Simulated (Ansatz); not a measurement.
C2H7F2NOSi (`CN[Si](F)(F)OC`). The species carries charge 0 and has multiplicity 1. The geometry is a stationary point of PBE0-D4/def2-TZVP. It is one conformer, not always the lowest.

```xyz
14

C     1.679   -0.914    0.326
N     0.306   -0.965    0.787
Si   -0.681    0.376    1.032
F    -0.244    1.321    2.223
F    -2.111   -0.191    1.416
O    -0.720    1.358   -0.249
C    -1.041    0.953   -1.563
H     2.404   -0.992    1.143
H     1.882   -1.713   -0.393
H     1.859    0.035   -0.183
H     0.039   -1.838    1.212
H    -0.593    1.665   -2.258
H    -2.124    0.953   -1.710
H    -0.655   -0.048   -1.783
```

(1) What is the dipole moment at ωB97M-V/def2-TZVPP? (Estimate.)

(2) And with PBE, r2SCAN, B3LYP? (An estimate is asked.)

(3) Give the Mulliken charges with ωB97M-V, PBE, B3LYP in def2-TZVPP. (Estimate.)

Results:

(1) Computed: 3.23 D, with components (1.38, -2.03, -2.10) D in this frame, pointing from negative to positive charge.

(2) The calculation gave: PBE 3.12 D, r2SCAN 3.18 D, B3LYP 3.25 D.

(3) The calculation gave: 
```csv
atom,ωB97M-V,PBE,B3LYP
C1,-0.24,-0.20,-0.19
N2,-0.29,-0.26,-0.31
Si3,0.83,0.68,0.85
F4,-0.30,-0.27,-0.31
F5,-0.30,-0.27,-0.32
O6,-0.35,-0.29,-0.36
C7,-0.18,-0.13,-0.12
H8,0.13,0.11,0.11
H9,0.12,0.09,0.10
H10,0.11,0.09,0.10
H11,0.11,0.14,0.13
H12,0.13,0.11,0.11
H13,0.13,0.11,0.11
H14,0.11,0.09,0.09
```

B3LYP here is the variant with VWN-RPA as its local correlation; programs differ in this.
